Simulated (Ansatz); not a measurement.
Start from `N[SiH2][AlH][TeH]` and change one atom or group to get `N[SiH2][AlH][S][SiH3]`.

Ansatz, PBE0-D4/def2-TZVP geometries, multiplicity 1. Each molecule was computed in one conformer, which needn't be the lowest.

Elements past krypton have def2 core potentials.

```
                                          property  `N[SiH2][AlH][TeH]`
                 LUMO energy (PBE/def2-TZVPP) / eV                -2.55
              HOMO–LUMO gap (PBE0/def2-TZVPP) / eV                 4.74
                 HOMO energy (PBE/def2-TZVPP) / eV                -5.48
size of the dipole moment (ωB97M-V/def2-TZVPP) / D                 1.80
               LUMO energy (B3LYP/def2-TZVPP) / eV                -2.01
           HOMO–LUMO gap (ωB97M-V/def2-TZVPP) / eV                 8.37
```

What does the change do to each property? (Estimate.)

Ansatz gave: 
```
                                          property  `N[SiH2][AlH][S][SiH3]`  shift
                 LUMO energy (PBE/def2-TZVPP) / eV                    -1.86   0.69
              HOMO–LUMO gap (PBE0/def2-TZVPP) / eV                     5.80   1.06
                 HOMO energy (PBE/def2-TZVPP) / eV                    -5.74  -0.26
size of the dipole moment (ωB97M-V/def2-TZVPP) / D                     1.43  -0.37
               LUMO energy (B3LYP/def2-TZVPP) / eV                    -1.24   0.77
           HOMO–LUMO gap (ωB97M-V/def2-TZVPP) / eV                     9.48   1.11
```

With PBE0 the HOMO falls by 0.28 eV and the LUMO rises by 0.79 eV, so the gap widens by about 1.07 eV. PBE moves the HOMO by -0.26 eV and ωB97M-V by -0.28 eV. Dipoles are sizes alone; their direction can turn.

B3LYP here is the variant with VWN-RPA as its local correlation; programs differ in this.

Spin–orbit coupling is left out; it splits and shifts lone-pair levels of the heavy atoms by tenths of an eV.
